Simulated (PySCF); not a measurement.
**A small calculation by hand: oscillator strength and radiative lifetime**

cyclobutylmethylsilane (C5H12Si), SMILES C([SiH3])C1CCC1.

Coordinates come from a r2SCAN-D4/def2-SVP optimisation. Other conformers were not sampled.

TDA-ωB97X/def2-SVPD (PySCF 2.14.0) puts the first singlet state with f over 0.02 at 8.28 eV (vertical), with the transition dipole (0.282, 0.439, -0.012) in atomic units.

Task: Find the oscillator strength, the wavelength and the radiative lifetime that this transition would have in vacuum if emission retraced absorption.

Result: 
|μ|² = 0.2724 au, so |μ| = 1.33 D. ΔE = 8.28/27.211 = 0.3043 hartree. f = (2/3) ΔE |μ|² = 0.055 (the program prints 0.055).
λ = 1239.84/8.28 = 150 nm; ν = 66783 cm⁻¹.
Einstein's coefficient A = 0.6670 ν² f s⁻¹ (ν in cm⁻¹) = 1.6e8 s⁻¹, so τ = 1/A = 6.1 ns. This state is S1. The figure is the radiative limit of this one transition; relaxation, internal conversion, crossing to triplets and a medium change what is measured.
